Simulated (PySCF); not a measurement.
Gas-phase reaction: 2 B3O3H3 + NH3 + N2 → 3 HBNH + 3 HBO2, at 2500 K and a standard pressure of 1 bar. Level: PBE/def2-SVP.

Computed with PySCF and rigid-rotor harmonic-oscillator thermochemistry at 1 bar. All species are closed-shell singlets. HBNH: computed as isolated molecules; such fragments, hydroxides, amides, oligomers or adducts are transient or little studied in the gas. The harmonic model lacks anharmonicity and excited electronic states, which grow with temperature; levels with a mode under 35 cm⁻¹ are left out.

```
species      E (Ha)  H(2500 K) − E (kJ/mol)  S°(2500 K) (J/mol/K)
-------  ----------  ----------------------  --------------------
B3O3H3   -301.71667                   540.1                 618.5
NH3       -56.43328                   230.6                 305.9
N2       -109.32128                    96.7                 259.9
HBNH      -80.62993                   233.0                 349.1
HBO2     -175.65679                   219.2                 383.4
```
E: electronic energy; H − E holds the zero-point and thermal terms. 1 Ha = 2625.5 kJ/mol.

Question: Work out ΔH°, ΔS°, ΔG° and log10 K from these numbers.

Answer: 1. ΔE = 3×(-80.62993) + 3×(-175.65679) − 2×(-301.71667) − 1×(-56.43328) − 1×(-109.32128) = 0.32774 Ha = 860.5 kJ.
2. Δ(H − E) = 3×(233.0) + 3×(219.2) − 2×(540.1) − 1×(230.6) − 1×(96.7) = -50.9 kJ, so ΔH° = 809.6 kJ.
3. ΔS° = 3×(349.1) + 3×(383.4) − 2×(618.5) − 1×(305.9) − 1×(259.9) = 394.7 J/K; the number of gas molecules changes by +2.
4. ΔG° = ΔH° − TΔS° = 809.6 − 2500×(394.7)/1000 = -177.1 kJ.
5. log10 K = −ΔG°/(RT ln 10) = 3.70, with RT ln 10 = 47.86 kJ/mol; at standard pressures the products are favoured.
6. A shift of 10 kJ in ΔE would move log10 K by 0.21 here.
7. Lowering the total pressure from 1 bar to 0.01 bar multiplies the mole-fraction quotient K_x = K (p/p°)^(−Δn) by 10^4, which pushes the balance towards the products.
For scale, ΔH°(298 K) is 843 kJ at this level, 884 kJ at ωB97M-V/def2-TZVP†, and runs from 512 to 1091 kJ over the 20 levels computed († marks an energy on the PBE0/def2-TZVP geometry).
